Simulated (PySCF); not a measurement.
Excitation energy of Ru by level of theory

Ru [Kr] 4d7 5s1 (5F) → Ru [Kr] 4d6 5s2 (5D), as a difference of total energies. Calculation: PySCF 2.14, in x2c-TZVPPall with one added diffuse shell each of s, p, d, f type (9s7p7d3f1g, 95 functions); scalar relativity by spin-free X2C-1e. Correlated levels: valence: [Kr] frozen; valence and next inner shell: [Ar] 3d10 frozen. The calculations carry no spin-orbit coupling.

```json
{"method": "UHF", "excitation energy (eV)": "0.691"}
{"method": "LDA", "excitation energy (eV)": "1.179"}
{"method": "PBE", "excitation energy (eV)": "1.318"}
{"method": "PBE0", "excitation energy (eV)": "1.252"}
{"method": "r2SCAN", "excitation energy (eV)": "1.348"}
{"method": "TPSS", "excitation energy (eV)": "1.504"}
{"method": "LC-wPBE", "excitation energy (eV)": "1.383"}
{"method": "TPSSh", "excitation energy (eV)": "1.452"}
{"method": "MP2 (valence)", "excitation energy (eV)": "0.988"}
{"method": "SCS-MP2 (valence)", "excitation energy (eV)": "1.000"}
{"method": "MP2 (valence and next inner shell)", "excitation energy (eV)": "0.846"}
{"method": "SCS-MP2 (valence and next inner shell)", "excitation energy (eV)": "0.769"}
```

**Question.** How much does correlation contribute at MP2 (valence and next inner shell)?

**Answer.** 0.846 − (0.691) = 0.155 eV, measured against UHF.

Errors of the correlated levels include the incompleteness of this basis and the frozen core.

For comparison: 0.867 eV (measured; NIST levels, between the centres of gravity of the two terms).
